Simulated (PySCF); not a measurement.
A series of related molecules.

All values: PBE0/pcSseg-1 (PySCF) at GFN2-xTB geometries, gas phase, one conformer each.

Question: Rank by dipole moment, lowest first.
A. `[NH2:1][SiH2:2][O:3][Si@@H:4]1[CH:5]=[CH:6][SiH2:7][NH:8]1` with H–N1–Si2–O3 40° and 177°, N1–Si2–O3–Si4 74°, Si2–O3–Si4–C5 105°
B. `[OH:1][SiH2:2][O:3][Si@@H:4]1[CH:5]=[CH:6][SiH2:7][NH:8]1` with H–O1–Si2–O3 -6°, O1–Si2–O3–Si4 13°, Si2–O3–Si4–C5 81°
C. `[SiH3:1][O:2][Si@@H:3]1[CH:4]=[CH:5][SiH2:6][NH:7]1` with Si1–O2–Si3–C4 60°
D. `[CH2:1]=[N:2][SiH2:3][O:4][Si@H:5]1[CH:6]=[CH:7][SiH2:8][NH:9]1` with C1–N2–Si3–O4 0°, N2–Si3–O4–Si5 3°, Si3–O4–Si5–C6 -56°
E. `[SiH3:1][CH2:2][SiH2:3][O:4][Si@@H:5]1[CH:6]=[CH:7][SiH2:8][NH:9]1` with Si1–C2–Si3–O4 -177°, C2–Si3–O4–Si5 46°, Si3–O4–Si5–C6 59°
F. `[O:1]=[CH:2][NH:3][SiH2:4][O:5][Si@H:6]1[CH:7]=[CH:8][SiH2:9][NH:10]1` with O1–C2–N3–Si4 0°, C2–N3–Si4–O5 -177°, N3–Si4–O5–Si6 -172°, Si4–O5–Si6–C7 68°

Answer: C (0.72 D), E (1.11 D), A (1.44 D), D (1.92 D), B (2.15 D), F (3.70 D).

Question: Rank by HOMO–LUMO gap, lowest first.
A. `C=N[SiH2]O[Si@H]1C=C[SiH2]N1`
B. `[SiH3]O[Si@H]1N[SiH2]C=C1`
C. `CN[SiH2]O[Si@H]1C=C[SiH2]N1`
D. `O([Si@H]1N[SiH2]C=C1)[SiH2]O`

Answer: C (5.90 eV), A (6.09 eV), B (6.65 eV), D (6.92 eV).

All values together:

```tsv
SMILES	change	formula	μ (D)	HOMO (eV)	LUMO (eV)	lowest IAO charge (e)	highest IAO charge (e)	lowest Hirshfeld charge (e)	highest Hirshfeld charge (e)
[SiH3]O[Si@@H]1C=C[SiH2]N1	parent	C2H9NOSi3	0.72	-7.42	-0.77	-0.954 (N)	+1.215 (Si)	-0.336 (N)	+0.438 (Si)
N[SiH2]O[Si@@H]1C=C[SiH2]N1	H on Si replaced by NH2	C2H10N2OSi3	1.44	-7.29	-0.61	-0.956 (N)	+1.218 (Si)	-0.335 (N)	+0.437 (Si)
C=C[SiH2]O[Si@@H]1C=C[SiH2]N1	H on Si replaced by vinyl	C4H11NOSi3	1.07	-7.43	-0.79	-0.954 (N)	+1.211 (Si)	-0.334 (N)	+0.439 (Si)
O[SiH2]O[Si@@H]1C=C[SiH2]N1	H on Si replaced by OH	C2H9NO2Si3	2.15	-7.90	-0.98	-0.951 (N)	+1.231 (Si)	-0.324 (O)	+0.457 (Si)
C=N[SiH2]O[Si@H]1C=C[SiH2]N1	H on Si replaced by N=CH2	C3H10N2OSi3	1.92	-7.00	-0.91	-0.955 (N)	+1.209 (Si)	-0.334 (N)	+0.437 (Si)
CC#C[SiH2]O[Si@@H]1C=C[SiH2]N1	H on Si replaced by propynyl	C5H11NOSi3	2.25	-7.29	-0.72	-0.952 (N)	+1.215 (Si)	-0.335 (N)	+0.437 (Si)
CC[SiH2]O[Si@@H]1C=C[SiH2]N1	H on Si replaced by C2H5	C4H13NOSi3	1.13	-7.43	-0.76	-0.954 (N)	+1.212 (Si)	-0.330 (N)	+0.438 (Si)
C[SiH2]O[Si@H]1C=C[SiH2]N1	H on Si replaced by CH3	C3H11NOSi3	1.24	-7.42	-0.77	-0.955 (N)	+1.210 (Si)	-0.335 (N)	+0.438 (Si)
[SiH3]C[SiH2]O[Si@@H]1C=C[SiH2]N1	H on Si replaced by CH2SiH3	C3H13NOSi4	1.11	-7.49	-0.82	-0.955 (N)	+1.208 (Si)	-0.333 (N)	+0.438 (Si)
O=CN[SiH2]O[Si@H]1C=C[SiH2]N1	H on Si replaced by NHCHO	C3H10N2O2Si3	3.70	-7.57	-0.88	-0.949 (N)	+1.217 (Si)	-0.335 (N)	+0.440 (Si)
C#C[SiH2]O[Si@@H]1C=C[SiH2]N1	H on Si replaced by ethynyl	C4H9NOSi3	1.16	-7.38	-0.79	-0.952 (N)	+1.212 (Si)	-0.335 (N)	+0.438 (Si)
CN[SiH2]O[Si@H]1C=C[SiH2]N1	H on Si replaced by NHCH3	C3H12N2OSi3	0.84	-6.61	-0.71	-0.954 (N)	+1.212 (Si)	-0.335 (N)	+0.437 (Si)
```

Conformers: `[SiH3:1][O:2][Si@@H:3]1[CH:4]=[CH:5][SiH2:6][NH:7]1` with Si1–O2–Si3–C4 60°; `[NH2:1][SiH2:2][O:3][Si@@H:4]1[CH:5]=[CH:6][SiH2:7][NH:8]1` with H–N1–Si2–O3 40° and 177°, N1–Si2–O3–Si4 74°, Si2–O3–Si4–C5 105°; `[CH2:1]=[CH:2][SiH2:3][O:4][Si@@H:5]1[CH:6]=[CH:7][SiH2:8][NH:9]1` with C1–C2–Si3–O4 11°, C2–Si3–O4–Si5 -17°, Si3–O4–Si5–C6 60°; `[OH:1][SiH2:2][O:3][Si@@H:4]1[CH:5]=[CH:6][SiH2:7][NH:8]1` with H–O1–Si2–O3 -6°, O1–Si2–O3–Si4 13°, Si2–O3–Si4–C5 81°; `[CH2:1]=[N:2][SiH2:3][O:4][Si@H:5]1[CH:6]=[CH:7][SiH2:8][NH:9]1` with C1–N2–Si3–O4 0°, N2–Si3–O4–Si5 3°, Si3–O4–Si5–C6 -56°; `[CH3:1][C:2]#[C:3][SiH2:4][O:5][Si@@H:6]1[CH:7]=[CH:8][SiH2:9][NH:10]1` with C3–Si4–O5–Si6 18°, Si4–O5–Si6–C7 56°; `[CH3:1][CH2:2][SiH2:3][O:4][Si@@H:5]1[CH:6]=[CH:7][SiH2:8][NH:9]1` with C1–C2–Si3–O4 -62°, C2–Si3–O4–Si5 55°, Si3–O4–Si5–C6 43°; `[CH3:1][SiH2:2][O:3][Si@H:4]1[CH:5]=[CH:6][SiH2:7][NH:8]1` with C1–Si2–O3–Si4 -4°, Si2–O3–Si4–C5 -53°; `[SiH3:1][CH2:2][SiH2:3][O:4][Si@@H:5]1[CH:6]=[CH:7][SiH2:8][NH:9]1` with Si1–C2–Si3–O4 -177°, C2–Si3–O4–Si5 46°, Si3–O4–Si5–C6 59°; `[O:1]=[CH:2][NH:3][SiH2:4][O:5][Si@H:6]1[CH:7]=[CH:8][SiH2:9][NH:10]1` with O1–C2–N3–Si4 0°, C2–N3–Si4–O5 -177°, N3–Si4–O5–Si6 -172°, Si4–O5–Si6–C7 68°; `[CH:1]#[C:2][SiH2:3][O:4][Si@@H:5]1[CH:6]=[CH:7][SiH2:8][NH:9]1` with C2–Si3–O4–Si5 13°, Si3–O4–Si5–C6 56°; `[CH3:1][NH:2][SiH2:3][O:4][Si@H:5]1[CH:6]=[CH:7][SiH2:8][NH:9]1` with C1–N2–Si3–O4 -178°, N2–Si3–O4–Si5 -179°, Si3–O4–Si5–C6 -61°.

Give the shifts from the parent, `[SiH3]O[Si@@H]1C=C[SiH2]N1`.

```csv
SMILES,change in μ (D),change in HOMO (eV),change in LUMO (eV)
N[SiH2]O[Si@@H]1C=C[SiH2]N1,+0.72,+0.13,+0.16
C=C[SiH2]O[Si@@H]1C=C[SiH2]N1,+0.35,-0.01,-0.02
O[SiH2]O[Si@@H]1C=C[SiH2]N1,+1.43,-0.48,-0.21
C=N[SiH2]O[Si@H]1C=C[SiH2]N1,+1.20,+0.42,-0.14
CC#C[SiH2]O[Si@@H]1C=C[SiH2]N1,+1.53,+0.13,+0.05
CC[SiH2]O[Si@@H]1C=C[SiH2]N1,+0.41,-0.01,+0.01
C[SiH2]O[Si@H]1C=C[SiH2]N1,+0.52,0.00,0.00
[SiH3]C[SiH2]O[Si@@H]1C=C[SiH2]N1,+0.39,-0.07,-0.05
O=CN[SiH2]O[Si@H]1C=C[SiH2]N1,+2.98,-0.15,-0.11
C#C[SiH2]O[Si@@H]1C=C[SiH2]N1,+0.44,+0.04,-0.02
CN[SiH2]O[Si@H]1C=C[SiH2]N1,+0.12,+0.81,+0.06
```
